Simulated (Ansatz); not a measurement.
Start from `O[SiH](O)S[SiH](O)Cl` and change one atom or group to get `O[SiH](O)S[SiH](O)O`.

Ansatz, PBE0-D4/def2-TZVP geometries, multiplicity 1. Each molecule was computed in one conformer, which needn't be the lowest.

```csv
property,`O[SiH](O)S[SiH](O)Cl`
size of the dipole moment (PBE/def2-TZVPP) / D,1.82
LUMO energy (B3LYP/def2-TZVPP) / eV,-0.42
LUMO energy (PBE0/def2-TZVPP) / eV,-0.22
LUMO energy (ωB97M-V/def2-TZVPP) / eV,1.57
HOMO–LUMO gap (PBE0/def2-TZVPP) / eV,7.70
HOMO energy (PBE/def2-TZVPP) / eV,-6.65
```

(1) Give the same properties after the change, and the shifts. (Best estimate.)

## Answers

(1) Computed: 
```json
{"property": "size of the dipole moment (PBE/def2-TZVPP) / D", "`O[SiH](O)S[SiH](O)O`": "2.12", "shift": "0.30"}
{"property": "LUMO energy (B3LYP/def2-TZVPP) / eV", "`O[SiH](O)S[SiH](O)O`": "-0.08", "shift": "0.34"}
{"property": "LUMO energy (PBE0/def2-TZVPP) / eV", "`O[SiH](O)S[SiH](O)O`": "0.20", "shift": "0.42"}
{"property": "LUMO energy (ωB97M-V/def2-TZVPP) / eV", "`O[SiH](O)S[SiH](O)O`": "1.81", "shift": "0.24"}
{"property": "HOMO–LUMO gap (PBE0/def2-TZVPP) / eV", "`O[SiH](O)S[SiH](O)O`": "8.01", "shift": "0.31"}
{"property": "HOMO energy (PBE/def2-TZVPP) / eV", "`O[SiH](O)S[SiH](O)O`": "-6.54", "shift": "0.11"}
```

With PBE0 the HOMO rises by 0.11 eV and the LUMO rises by 0.42 eV, so the gap widens by about 0.31 eV. PBE moves the HOMO by 0.11 eV and ωB97M-V by 0.10 eV. Dipoles are sizes alone; their direction can turn.

B3LYP here is the variant with VWN-RPA as its local correlation; programs differ in this.
